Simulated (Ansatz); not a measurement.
**Ligand exchange: C3H7ClMg + GeH2(GeH3)(OH) → C3H8MgO + GeH2(GeH3)Cl**

Species: C3H7ClMg `C[CH](C)[Mg][Cl]`, singlet; GeH2(GeH3)(OH), singlet; C3H8MgO `C[CH](C)[Mg][OH]`, singlet; GeH2(GeH3)Cl, singlet. The partners trade Cl for OH: Mg–Cl and Ge–OH bonds give way to Mg–OH and Ge–Cl.

Shapes, held fixed at every level: PBE0-D4/def2-TZVP. Flexible molecules stand in one conformer, not always the lowest. Programs: Ansatz 0.2.0. The zero-point and thermal change to 298 K, harmonic and unscaled (PBE0-D4/def2-TZVP), is -2.1 kJ/mol.

Problem. Estimate ΔH(298 K) of this reaction.

Solution. The highest level, CCSD(T)/def2-TZVPP, gives ΔH(298 K) = +29.6 kJ/mol; the levels span +25.7 to +39.1. The column of differences is taken from that level and isn't an error. No measured value is set beside it here. Relativity is left out for Ge. Outer-core shells of Ge, Mg are correlated, in sets that cover them unevenly. Times are processor times on shared x86 and Arm servers, and rough.

```json
{"level": "HF/def2-TZVPP", "kind": "Hartree–Fock", "ΔH(298 K) (kJ/mol)": "+39.1", "less CCSD(T)/def2-TZVPP": "+9.5", "CPU time (sum over the molecules)": "–"}
{"level": "SPW92/def2-TZVPP", "kind": "LDA", "ΔH(298 K) (kJ/mol)": "+25.7", "less CCSD(T)/def2-TZVPP": "-3.9", "CPU time (sum over the molecules)": "21 s"}
{"level": "PBE-D4/def2-TZVPP", "kind": "GGA", "ΔH(298 K) (kJ/mol)": "+26.7", "less CCSD(T)/def2-TZVPP": "-2.9", "CPU time (sum over the molecules)": "36 s"}
{"level": "B3LYP-D4/def2-TZVPP", "kind": "global hybrid", "ΔH(298 K) (kJ/mol)": "+25.9", "less CCSD(T)/def2-TZVPP": "-3.7", "CPU time (sum over the molecules)": "67 s"}
{"level": "r2SCAN0-D4/def2-TZVPP", "kind": "global hybrid", "ΔH(298 K) (kJ/mol)": "+30.1", "less CCSD(T)/def2-TZVPP": "+0.5", "CPU time (sum over the molecules)": "75 s"}
{"level": "wB97X-V/def2-TZVPP", "kind": "range-separated hybrid", "ΔH(298 K) (kJ/mol)": "+29.1", "less CCSD(T)/def2-TZVPP": "-0.5", "CPU time (sum over the molecules)": "2 min"}
{"level": "CCSD(T)/def2-TZVPP", "kind": "coupled cluster or CI", "ΔH(298 K) (kJ/mol)": "+29.6", "less CCSD(T)/def2-TZVPP": "0.0", "CPU time (sum over the molecules)": "46 min"}
```
